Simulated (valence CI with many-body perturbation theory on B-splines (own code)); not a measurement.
**E1 transitions of Xe²³⁺**

Method: relativistic CI+MBPT: three valence electrons over a frozen Dirac-Fock core [Ar] 3d10, radial functions for each j: 11 s, 11 p, 10 d, 8 f, 5 g, 2 h, with the one-electron correlation potential Σ1, the two-electron term Σ2, the three-electron term Σ3, Breit, model QED; selected CI, second order for the rest, scaled by the run's own slope (own B-spline code, finite nucleus).

No measured levels were compared; by estimate levels hold to about 250 cm⁻¹ or 0.2 % of their energy and the worst to 1 %, as in measured heavy ions of charge 2 to 7; those with d or f electrons hold less well.

Lines 1 to 50 of 575 in falling wavelength, among levels below 344.76 eV, chosen from the strongest by gf and those to the six lowest levels. Wavelengths and rates use the calculated energies, so an error of 2000 cm⁻¹ moves a line at 49.75 nm by 1 % and its rate by three times that or more. Electric multipoles are in the length gauge, E1 and E2 with the static RPA response of the core. Weak lines are less certain than strong ones. Lines between different terms over intervals too small for the method are left out, as are lines whose strength nearly cancels. Where a level lies close to another of its J and parity, the split of strength between their lines is uncertain. The highest levels of a list are the least certain.

Names give the largest LS component (configuration and term), which can be under half, so a name can repeat, a term be missing and a line seem to break the LS rules; names also repeat where a configuration has a term twice. Letters in brackets count levels of one name in rising energy.

| λ vac (nm) | Upper | Lower | A (s⁻¹) | S (a.u.) with core polarisation | S without |
| --- | --- | --- | --- | --- | --- |
| 49.75 | 4s2 5p 2P°_1/2 | 4s2 5s 2S_1/2 | 5.20e+09 | 6.32e-01 | 6.42e-01 |
| 38.57 | 4s 4p2 4P_1/2 | 4s2 4p 2P°_3/2 | 8.30e+07 | 4.70e-03 | 5.10e-03 |
| 38.55 | 4s2 5p 2P°_3/2 | 4s2 5s 2S_1/2 | 1.06e+10 | 1.19e+00 | 1.21e+00 |
| 29.52 | 4p2 4f 2H°_11/2 [a] | 4s 4p 4f 2G_9/2 [a] | 1.90e+09 | 2.90e-01 | 3.15e-01 |
| 28.41 | 4s 4p2 4P_3/2 | 4s2 4p 2P°_3/2 | 3.81e+08 | 1.72e-02 | 1.88e-02 |
| 27.96 | 4p3 2D°_5/2 | 4s 4p2 2P_3/2 | 4.75e+09 | 3.07e-01 | 3.35e-01 |
| 26.62 | 4p2 4f 2H°_9/2 | 4s 4p 4f 2G_7/2 [b] | 2.92e+09 | 2.72e-01 | 2.95e-01 |
| 26.52 | 4p2 4d 2G_9/2 | 4s 4p 4d 2F°_7/2 [a] | 3.65e+09 | 3.36e-01 | 3.66e-01 |
| 25.99 | 4p 4d2 2H°_9/2 | 4s 4d2 2G_9/2 | 3.21e+09 | 2.78e-01 | 3.02e-01 |
| 25.85 | 4s 4p2 4P_5/2 | 4s2 4p 2P°_3/2 | 2.97e+09 | 1.52e-01 | 1.65e-01 |
| 25.29 | 4p2 4f 2G°_7/2 | 4s 4p 4f 2F_7/2 [a] | 4.75e+09 | 3.03e-01 | 3.29e-01 |
| 25.08 | 4s 4p2 4P_1/2 | 4s2 4p 2P°_1/2 | 3.94e+09 | 6.14e-02 | 6.67e-02 |
| 23.96 | 4p 4d2 4G°_5/2 [a] | 4s 4p 4f 4F_3/2 | 5.87e+09 | 2.39e-01 | 2.60e-01 |
| 23.57 | 4p3 2P°_3/2 [a] | 4s 4p2 2D_3/2 | 5.18e+09 | 1.34e-01 | 1.46e-01 |
| 23.39 | 4p2 4d 2D_5/2 [b] | 4s 4p 4d 2F°_7/2 [b] | 7.72e+09 | 2.92e-01 | 3.18e-01 |
| 23.27 | 4p2 4f 4G°_9/2 | 4s 4p 4f 4F_9/2 | 4.89e+09 | 3.04e-01 | 3.30e-01 |
| 23.06 | 4p 4d2 4G°_9/2 [a] | 4s 4d2 4F_9/2 | 6.68e+09 | 4.05e-01 | 4.40e-01 |
| 23.06 | 4p2 4d 4D_3/2 | 4s 4p 4d 2D°_5/2 [a] | 9.39e+09 | 2.27e-01 | 2.47e-01 |
| 23.00 | 4p2 4f 4G°_7/2 | 4s 4p 4f 4F_7/2 | 5.73e+09 | 2.75e-01 | 2.99e-01 |
| 23.00 | 4p 4d2 4G°_7/2 [a] | 4s 4p 4f 4D_7/2 | 7.49e+09 | 3.60e-01 | 3.91e-01 |
| 22.98 | 4p2 4d 4D_5/2 | 4s 4p 4d 2D°_5/2 [a] | 6.15e+09 | 2.21e-01 | 2.40e-01 |
| 22.93 | 4p 4d2 4D°_7/2 [a] | 4s 4d2 4F_9/2 | 7.84e+09 | 3.73e-01 | 4.06e-01 |
| 22.83 | 4p2 4f 2H°_11/2 [a] | 4s 4p 4f 4G_11/2 | 5.77e+09 | 4.07e-01 | 4.42e-01 |
| 22.48 | 4s 4p2 2D_3/2 | 4s2 4p 2P°_3/2 | 2.06e+09 | 4.62e-02 | 5.01e-02 |
| 22.33 | 4p2 4f 2F°_7/2 | 4s 4p 4f 4F_9/2 | 6.64e+09 | 2.92e-01 | 3.17e-01 |
| 22.29 | 4p 4d2 4G°_7/2 [a] | 4s 4p 4f 4G_9/2 | 1.04e+10 | 4.54e-01 | 4.93e-01 |
| 22.19 | 4p 4d2 2G°_7/2 [b] | 4s 4p 4f 2G_9/2 [b] | 5.46e+09 | 2.36e-01 | 2.56e-01 |
| 22.02 | 4p2 4d 2G_9/2 | 4s 4p 4d 4D°_7/2 | 4.07e+09 | 2.14e-01 | 2.33e-01 |
| 21.97 | 4p3 4S°_3/2 | 4s 4p2 2D_5/2 | 1.15e+10 | 2.41e-01 | 2.62e-01 |
| 21.86 | 4p2 4f 4F°_7/2 | 4s 4d2 2G_9/2 | 6.73e+09 | 2.77e-01 | 3.01e-01 |
| 21.72 | 4p2 4f 2G°_9/2 [a] | 4s 4p 4f 4G_11/2 | 9.41e+09 | 4.76e-01 | 5.16e-01 |
| 21.69 | 4p3 2D°_5/2 | 4s 4p2 2D_5/2 | 1.19e+10 | 3.61e-01 | 3.92e-01 |
| 21.49 | 4p2 4d 4F_7/2 | 4s 4p 4d 4F°_9/2 | 1.59e+10 | 6.23e-01 | 6.77e-01 |
| 21.31 | 4p2 4d 4F_5/2 | 4s 4p 4d 4F°_7/2 | 1.92e+10 | 5.49e-01 | 5.96e-01 |
| 21.27 | 4p2 4d 4F_3/2 | 4s 4p 4d 4F°_5/2 | 1.69e+10 | 3.21e-01 | 3.48e-01 |
| 21.03 | 4p2 4f 2H°_11/2 [b] | 4s 4p 4f 2G_9/2 [b] | 1.47e+10 | 8.11e-01 | 8.82e-01 |
| 21.01 | 4s 4p2 2P_1/2 | 4s2 4p 2P°_3/2 | 5.56e+09 | 5.09e-02 | 5.53e-02 |
| 20.78 | 4p2 4d 4F_9/2 | 4s 4p 4d 2F°_7/2 [b] | 9.34e+09 | 4.14e-01 | 4.50e-01 |
| 20.73 | 4p3 2P°_3/2 [a] | 4s 4p2 4P_5/2 | 2.57e+10 | 4.52e-01 | 4.91e-01 |
| 20.70 | 4p2 4d 2G_9/2 | 4s 4p 4d 4F°_9/2 | 1.39e+10 | 6.09e-01 | 6.62e-01 |
| 20.35 | 4s 4p2 4P_3/2 | 4s2 4p 2P°_1/2 | 1.02e+08 | 1.70e-03 | 1.85e-03 |
| 20.23 | 4p2 4d 2D_5/2 [a] | 4s 4p 4d 4D°_7/2 | 1.61e+10 | 3.95e-01 | 4.29e-01 |
| 19.97 | 4p2 4d 4F_9/2 | 4s 4p 4d 2F°_7/2 [a] | 7.20e+09 | 2.83e-01 | 3.08e-01 |
| 19.96 | 4p2 4d 4P_3/2 | 4s 4p 4d 4D°_5/2 | 1.30e+10 | 2.04e-01 | 2.22e-01 |
| 19.44 | 4s 4p 4f 2F_7/2 [a] | 4s2 4f 2F°_7/2 | 7.22e+09 | 2.09e-01 | 2.28e-01 |
| 19.34 | 4p3 2P°_3/2 [a] | 4s 4p2 4P_3/2 | 8.51e+09 | 1.22e-01 | 1.32e-01 |
| 19.34 | 4p2 4d 2F_7/2 [b] | 4s 4p 4d 2F°_7/2 [b] | 7.58e+09 | 2.17e-01 | 2.35e-01 |
| 19.30 | 4p2 4d 2D_5/2 [d] | 4s 4p 4d 2P°_3/2 [b] | 8.87e+09 | 1.89e-01 | 2.06e-01 |
| 19.27 | 4p2 4f 2G°_7/2 | 4s 4p 4f 2G_7/2 [a] | 6.73e+09 | 1.90e-01 | 2.07e-01 |
| 19.25 | 4p2 4d 2F_7/2 [b] | 4s 4p 4d 2F°_5/2 [b] | 7.44e+09 | 2.09e-01 | 2.28e-01 |
